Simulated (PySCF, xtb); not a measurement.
GeH, SMILES [GeH] (connectivity only; charge and spin as stated), neutral, multiplicity 2.

Harmonic wavenumbers (cm⁻¹) from xtb 6.7.1 with GFN2-xTB at its own minimum, in rising order: 1495.

Problem. What does PBE0-D3(BJ)/def2-TZVPD in PySCF 2.14.0 give at its own minimum? (An estimate is asked for; the answer gives what the named calculation found.)

Solution. 1905. Paired by order, the mean absolute difference is 409 cm⁻¹ and the zero-point energies are 2.1 and 2.7 kcal/mol.
